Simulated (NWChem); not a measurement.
Species: SiF₂ cation, doublet

```xyz
3

F      1.3737     0.0000    -0.3455
Si     0.0000     0.0000     0.4442
F     -1.3737     0.0000    -0.3455
```
Atoms are numbered in this order, from 1.

Results from NWChem. Spin-unrestricted. In the optimisation the excess spin sits in a1 (C2v, its own frame). The geometry was optimised at PBE-D3(BJ)/def2-SVP, spin-unrestricted. No stability test was run on the SCF state.

Problem. Predict the results for BLYP/def2-SVP. Quantities: highest occupied level (eV); lowest empty minus highest occupied level, either spin (eV); <S²>.

Solution. 
```yaml
highest occupied level (eV): -15.53
lowest empty minus highest occupied level, either spin (eV): 1.63
"<S²>": 0.751
```
